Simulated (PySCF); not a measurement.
PySCF input file for HSSi, SMILES [Si]=[SH+] (connectivity only; charge and spin as stated), charge +1, multiplicity 1, EOM-CCSD/aug-cc-pVDZ. Coordinates come from a PBE0-D3(BJ)/def2-TZVP optimisation. The isomer is the one that the SMILES or the coordinates give; other isomers of the formula were not compared.

```python
import numpy as np
from pyscf import gto, scf, dft, cc
from pyscf.cc import eom_rccsd

mol = gto.M(
    atom='''
    Si   -0.00155050    1.12295544    0.00000000
    S    -0.07894358   -0.92682398    0.00000000
    H     1.28480436   -0.89219251    0.00000000
    ''',
    basis='aug-cc-pVDZ',
    charge=1,
    spin=0,
    max_memory=1600,
    verbose=4,
)
mf = scf.RHF(mol)
mf.conv_tol = 1e-10
mf.max_cycle = 100
mf.kernel()
mycc = cc.CCSD(mf, frozen=10)
mycc.conv_tol = 1e-8
mycc.kernel()
mycc.solve_lambda()
dip = scf.hf.dip_moment(mol, mycc.make_rdm1(ao_repr=True))
res = {}
for name, solver, nroots, keep in (('singlet', eom_rccsd.EOMEESinglet, 9, 6), ('triplet', eom_rccsd.EOMEETriplet, 6, 3), ('IP', eom_rccsd.EOMIP, 6, 5), ('EA', eom_rccsd.EOMEA, 3, 2)):
    eom = solver(mycc)
    eom.max_cycle, eom.max_space = 200, 40
    e = eom.kernel(nroots=nroots)[0]
    res[name] = (e[:keep] * 27.211386245988, all(eom.converged[:keep]))
    print(name, 'roots / eV', res[name][0].round(3))
```

Output:

```
PySCF version 2.14.0

[INPUT] verbose = 4
[INPUT] num. atoms = 3
[INPUT] num. electrons = 30
[INPUT] charge = 1
[INPUT] spin (= nelec alpha-beta = 2S) = 0
[INPUT] symmetry False subgroup None
[INPUT] Mole.unit = angstrom
[INPUT] Symbol           X                Y                Z      unit          X                Y                Z       unit  Magmom
[INPUT]  1 Si    -0.001550500000   1.122955440000   0.000000000000 AA   -0.002930020356   2.122078231690   0.000000000000 Bohr   0.0
[INPUT]  2 S     -0.078943580000  -0.926823980000   0.000000000000 AA   -0.149181745493  -1.751443487879   0.000000000000 Bohr   0.0
[INPUT]  3 H      1.284804360000  -0.892192510000   0.000000000000 AA    2.427928364047  -1.685999494288   0.000000000000 Bohr   0.0

nuclear repulsion = 67.0926935721536
number of shells = 21
number of NR pGTOs = 111
number of NR cGTOs = 63
basis = aug-cc-pVDZ
ecp = {}


[settings echo left out]
init E= -687.010776828062
  HOMO = -0.280617210909218  LUMO = -0.0502086746760035  gap/eV = 6.26974
cycle= 1 E= -686.703834884402  delta_E= 0.307  |g|= 0.334  |ddm|= 1.45
  HOMO = -0.648445418424325  LUMO = -0.289317735351666  gap/eV = 9.77236
cycle= 2 E= -686.754724326181  delta_E= -0.0509  |g|= 0.137  |ddm|= 0.619
  HOMO = -0.640970927210208  LUMO = -0.234723106019082  gap/eV = 11.05457
cycle= 3 E= -686.761850008732  delta_E= -0.00713  |g|= 0.0323  |ddm|= 0.193
  HOMO = -0.634120870203445  LUMO = -0.227819075349796  gap/eV = 11.05603
cycle= 4 E= -686.762480854344  delta_E= -0.000631  |g|= 0.00973  |ddm|= 0.072
  HOMO = -0.635599816786804  LUMO = -0.227516877170329  gap/eV = 11.10450
cycle= 5 E= -686.762559791366  delta_E= -7.89e-05  |g|= 0.0029  |ddm|= 0.0219
  HOMO = -0.635813839321367  LUMO = -0.227826920003901  gap/eV = 11.10189
cycle= 6 E= -686.762570123845  delta_E= -1.03e-05  |g|= 0.00076  |ddm|= 0.00835
  HOMO = -0.635828378272385  LUMO = -0.227846346195742  gap/eV = 11.10176
cycle= 7 E= -686.762570969835  delta_E= -8.46e-07  |g|= 0.000191  |ddm|= 0.00246
  HOMO = -0.635805019477523  LUMO = -0.227840508609728  gap/eV = 11.10128
cycle= 8 E= -686.762571035472  delta_E= -6.56e-08  |g|= 6.39e-05  |ddm|= 0.00063
  HOMO = -0.635804564878817  LUMO = -0.227841506070682  gap/eV = 11.10124
cycle= 9 E= -686.762571043845  delta_E= -8.37e-09  |g|= 1.55e-05  |ddm|= 0.000262
  HOMO = -0.635806055899104  LUMO = -0.227841658720202  gap/eV = 11.10128
cycle= 10 E= -686.762571044266  delta_E= -4.21e-10  |g|= 4.23e-06  |ddm|= 5.89e-05
  HOMO = -0.635806480450153  LUMO = -0.227841861418844  gap/eV = 11.10128
cycle= 11 E= -686.762571044288  delta_E= -2.22e-11  |g|= 1.39e-06  |ddm|= 1.14e-05
  HOMO = -0.6358063915384  LUMO = -0.227841792715666  gap/eV = 11.10128
Extra cycle  E= -686.762571044292  delta_E= -3.75e-12  |g|= 6.93e-07  |ddm|= 3.56e-06
converged SCF energy = -686.762571044292

******** <class 'pyscf.cc.ccsd.CCSD'> ********
CC2 = 0
CCSD nocc = 5, nmo = 53
frozen orbitals 10
max_cycle = 50
direct = 0
conv_tol = 1e-08
conv_tol_normt = 1e-05
diis_space = 6
diis_start_cycle = 0
diis_start_energy_diff = 1e+09
Init t2, MP2 energy = -686.966337183433  E_corr(MP2) -0.203766139141131
Init E_corr(CCSD) = -0.203766139141465
cycle = 1  E_corr(CCSD) = -0.223119871185351  dE = -0.019353732  norm(t1,t2) = 0.0600658
cycle = 2  E_corr(CCSD) = -0.230497144154101  dE = -0.00737727297  norm(t1,t2) = 0.0235575
cycle = 3  E_corr(CCSD) = -0.232978528207601  dE = -0.00248138405  norm(t1,t2) = 0.0126215
cycle = 4  E_corr(CCSD) = -0.234352573666513  dE = -0.00137404546  norm(t1,t2) = 0.00506244
cycle = 5  E_corr(CCSD) = -0.234143292814368  dE = 0.000209280852  norm(t1,t2) = 0.00183334
cycle = 6  E_corr(CCSD) = -0.234143910949859  dE = -6.1813549e-07  norm(t1,t2) = 0.000546089
cycle = 7  E_corr(CCSD) = -0.234160740119306  dE = -1.68291694e-05  norm(t1,t2) = 0.0002085
cycle = 8  E_corr(CCSD) = -0.234161519558424  dE = -7.79439117e-07  norm(t1,t2) = 6.81156e-05
cycle = 9  E_corr(CCSD) = -0.234160504740016  dE = 1.01481841e-06  norm(t1,t2) = 3.06519e-05
cycle = 10  E_corr(CCSD) = -0.234160454181957  dE = 5.0558059e-08  norm(t1,t2) = 1.19863e-05
cycle = 11  E_corr(CCSD) = -0.234160145657422  dE = 3.08524535e-07  norm(t1,t2) = 6.08516e-06
cycle = 12  E_corr(CCSD) = -0.2341601000593  dE = 4.55981217e-08  norm(t1,t2) = 2.48577e-06
cycle = 13  E_corr(CCSD) = -0.234160087117931  dE = 1.29413691e-08  norm(t1,t2) = 1.09101e-06
cycle = 14  E_corr(CCSD) = -0.234160084233013  dE = 2.88491753e-09  norm(t1,t2) = 5.02556e-07
CCSD converged
E(CCSD) = -686.9967311285249  E_corr = -0.2341600842330132
cycle = 1  norm(lambda1,lambda2) = 0.0210997
cycle = 2  norm(lambda1,lambda2) = 0.00528895
cycle = 3  norm(lambda1,lambda2) = 0.00315241
cycle = 4  norm(lambda1,lambda2) = 0.00140069
cycle = 5  norm(lambda1,lambda2) = 0.00050458
cycle = 6  norm(lambda1,lambda2) = 0.000171251
cycle = 7  norm(lambda1,lambda2) = 6.09486e-05
cycle = 8  norm(lambda1,lambda2) = 1.92664e-05
cycle = 9  norm(lambda1,lambda2) = 8.7872e-06

WARN: System has nonzero charge 1; the dipole moment is origin-dependent.
Location of origin: [0. 0. 0.]

Dipole moment(X, Y, Z, Debye):  0.80698,  2.24526,  0.00000

******** <class 'pyscf.cc.eom_rccsd.EOMEESinglet'> ********
max_space = 40
max_cycle = 200
conv_tol = 1e-08
partition = None
EOM-CCSD root 0 E = 0.1448675015347121  qpwt = 0.917274  conv = True
EOM-CCSD root 1 E = 0.1480770391286157  qpwt = 0.933965  conv = True
EOM-CCSD root 2 E = 0.1743107868790756  qpwt = 0.934712  conv = True
EOM-CCSD root 3 E = 0.1940340294617803  qpwt = 0.862714  conv = True
EOM-CCSD root 4 E = 0.2764352827059992  qpwt = 0.944517  conv = True
EOM-CCSD root 5 E = 0.2830075262490397  qpwt = 0.89625  conv = True
EOM-CCSD root 6 E = 0.2939035987016463  qpwt = 0.896471  conv = True
EOM-CCSD root 7 E = 0.2952854341322725  qpwt = 0.892576  conv = True
EOM-CCSD root 8 E = 0.305384026880078  qpwt = 0.911712  conv = True
singlet roots / eV [3.942 4.029 4.743 5.28  7.522 7.701]

******** <class 'pyscf.cc.eom_rccsd.EOMEETriplet'> ********
max_space = 40
max_cycle = 200
conv_tol = 1e-08
partition = None
EOM-CCSD root 0 E = 0.1005667204791971  qpwt = 0.957396  conv = True
EOM-CCSD root 1 E = 0.1262668027488532  qpwt = 0.956067  conv = True
EOM-CCSD root 2 E = 0.1392671301907421  qpwt = 0.910944  conv = True
EOM-CCSD root 3 E = 0.1449231515672074  qpwt = 0.93453  conv = True
EOM-CCSD root 4 E = 0.2471369443436304  qpwt = 0.892152  conv = True
EOM-CCSD root 5 E = 0.2598181812298332  qpwt = 0.944227  conv = True
triplet roots / eV [2.737 3.436 3.79 ]

******** <class 'pyscf.cc.eom_rccsd.EOMIP'> ********
max_space = 40
max_cycle = 200
conv_tol = 1e-08
partition = None
EOM-CCSD root 0 E = 0.6346196292476713  qpwt = 0.949811  conv = True
EOM-CCSD root 1 E = 0.6355723125854497  qpwt = 0.961338  conv = True
EOM-CCSD root 2 E = 0.7546556278055219  qpwt = 0.922513  conv = True
EOM-CCSD root 3 E = 0.8177208713424331  qpwt = 0.758851  conv = True
EOM-CCSD root 4 E = 0.8433541315480703  qpwt = 7.4011e-07  conv = True
EOM-CCSD root 5 E = 0.854328036858744  qpwt = 0.00188658  conv = True
IP roots / eV [17.269 17.295 20.535 22.251 22.949]

******** <class 'pyscf.cc.eom_rccsd.EOMEA'> ********
max_space = 40
max_cycle = 200
conv_tol = 1e-08
partition = None
EOM-CCSD root 0 E = -0.2616447717384309  qpwt = 0.959613  conv = True
EOM-CCSD root 1 E = -0.2382876092954805  qpwt = 0.957757  conv = True
EOM-CCSD root 2 E = -0.1424405118998005  qpwt = 0.970782  conv = True
EA roots / eV [-7.12  -6.484]
```

The calculation finished and met its thresholds.

Cost: roughly 14 core-seconds.
